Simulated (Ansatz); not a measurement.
This geometry of C2H2ClSi (6 atoms, charge 0, multiplicity 2) is a first-order saddle point.

These are results of UKS PBE0-D4/def2-SVP (Ansatz 0.2.0), not measurements.

```xyz
6
Properties=species:S:1:pos:R:3
Si -0.560 1.428 -1.601
C 0.042 0.381 -0.348
C 0.451 -0.457 0.611
Cl 1.620 -1.695 0.312
H -1.619 0.792 -0.609
H 0.067 -0.450 1.636
```

Problem. Which two structures does it join? (They come from a converged band through this point; their orientation in space is the band's.)

Solution. Bonds broken: Si1–H5. Bonds formed: C2–H5.

Initial state:

```xyz
6
Properties=species:S:1:pos:R:3
Si -0.535 1.272 -1.426
C -0.067 0.296 -0.051
C 0.564 -0.541 0.749
Cl 1.663 -1.772 0.216
H -2.049 1.285 -1.327
H 0.425 -0.541 1.838
```

Final state:

```xyz
6
Properties=species:S:1:pos:R:3
Si 0.290 0.521 -1.945
C -0.526 0.464 -0.274
C 0.139 -0.317 0.597
Cl 1.592 -1.070 -0.069
H -1.441 0.973 0.051
H -0.054 -0.572 1.641
```

Problem. How far does it lie above each of them?

Solution. 0.39 eV above the first and 1.43 eV above the second. This is the barrier of this one path; another mechanism may lie lower.

Time of the run: 4.7 min on 2 threads of Arm Neoverse V2, on a shared host, peak memory 0.21 GiB.
